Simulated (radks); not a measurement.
Results of a calculation; reference values are marked as such.
Xe, configuration [Xe] (the NIST ground configuration).

Code: a radial shooting solver on a logarithmic mesh with Libxc functionals. Model: scalar-relativistic Kohn-Sham, r2SCAN, spin-polarised, spherical densities, finite nucleus; meta-GGA in the generalised Kohn-Sham scheme; Fermi nuclear charge, rms radius 4.7859 fm; hard spherical wall at 20 bohr.

Energy parts (eV):
| part | energy |
|---|---|
| total | -202671.192 |
| kinetic | 213127.194 |
| electron-nucleus | -490507.024 |
| Hartree | 79802.434 |
| exchange-correlation | -5093.796 |

Orbitals (lengths in bohr, moments of r in powers of bohr):
orbital  occ.  eigenvalue (eV)      <r^4>      <r>
1s          2        -34431.03  2.439e-06  0.02666
2s          2        -5375.949  0.0004124   0.1146
2p          6        -4820.636  0.0002993   0.1003
3s          2        -1106.419    0.01736   0.3057
3p          6        -925.9250    0.01826   0.3040
3d         10        -658.6592    0.01585   0.2809
4s          2        -202.1323     0.4948   0.7175
4p          6        -144.6779     0.6734   0.7653
4d         10         -60.6357      1.375   0.8770
5s          2         -20.4218      24.73    1.878
5p          6          -8.5850      62.18    2.303

The highest occupied level is 5p at -8.585 eV. The electron density at the nucleus is 2.805e+05 e/bohr^3 (large components only). The density falls to 0.001 e/bohr^3 at r = 4.39 bohr.
